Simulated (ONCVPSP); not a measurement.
Before and after: ONCV potential for nitrogen (N)

- Element: N (Z = 7)
- Generator: ONCVPSP 4.0.1
- Type: optimised norm-conserving Vanderbilt (ONCV)
- Functional: LDA (Perdew-Zunger)
- Relativity: scalar-relativistic
- Frozen core: [He]
- Valence charge: 5
- Reference configuration: 2s2 2p2.75 (charge +0.25)
- Partial waves: 2s: rc 1.00 bohr, ncon 4, nbas 9, qcut 5.1 1/bohr, 2 projectors, debl 2.1 Ha; 2p: rc 2.05 bohr, ncon 4, nbas 8, qcut 6.2 1/bohr, 2 projectors, debl 2.5 Ha; d scattering state at 0.1 Ha: rc 1.85 bohr, ncon 5, nbas 8, qcut 5.6 1/bohr, 2 projectors, debl 3.1 Ha
- Local potential: polynomial inside 0.80 bohr (lpopt 4, dvloc0 4 Ha)
- Core correction: Teter function fitted to the true core (icmod 2), fcfact 0.2

Change: s: qcut 3.8; p: qcut 4.6; d: qcut 4.2.

Cutoffs: the cutoffs (Ha) at which the residual kinetic energy of the hardest occupied pseudo-wave falls to 1 and 0.1 mHa per electron; they do not see the model core or the augmentation charge, which bear on the density cutoff. Errors are all-electron minus pseudo energies relative to the spin-unpolarised reference configuration.

**Question.** Predict the effect on cutoff, ghosts and configuration errors.

**Answer.** The potential gets harder (139 Ha and 234 Ha → 201 Ha and 242 Ha); of the 4 tests that both files solve, the error grows in 4 and shrinks in 0 by more than 15 % and 0.3 meV (median size 61.4 → 107.9 meV); neither file shows a bound ghost.

| quantity | base | changed |
| --- | --- | --- |
| cutoff, loose | 139 Ha | 201 Ha |
| cutoff, tight | 234 Ha | 242 Ha |
| loose cutoff by channel | s 139 Ha, p 15 Ha | s 201 Ha, p 17 Ha |
| bound ghosts | none | none |
| GHOST(+) flags under 300 eV | none | none |
| error for 2s2 2p3, meV [ΔE -2.19 eV] | +2.7 | +4.6 |
| error for 2s2 2p2, meV [ΔE 11.55 eV] | +54 | +89 |
| error for 2s2 2p1, meV [ΔE 40.51 eV] | +531 | +849 |
| error for 2s1 2p3, meV [ΔE 23.00 eV] | -69 | -127 |
| s: phases at 1.01 bohr within 0.05 rad from the reference energy up to (Ha; the scan ends near 5) | to the end of the scan | to the end of the scan |
| p: phases at 2.08 bohr within 0.05 rad from the reference energy up to (Ha; the scan ends near 5) | to the end of the scan | 4.9 |
| d: phases at 1.88 bohr within 0.05 rad from the reference energy up to (Ha; the scan ends near 5) | to the end of the scan | to the end of the scan |
| rms error of d²Exc/dni dnj with the model core, mHa | 1.27 | 0.82 |
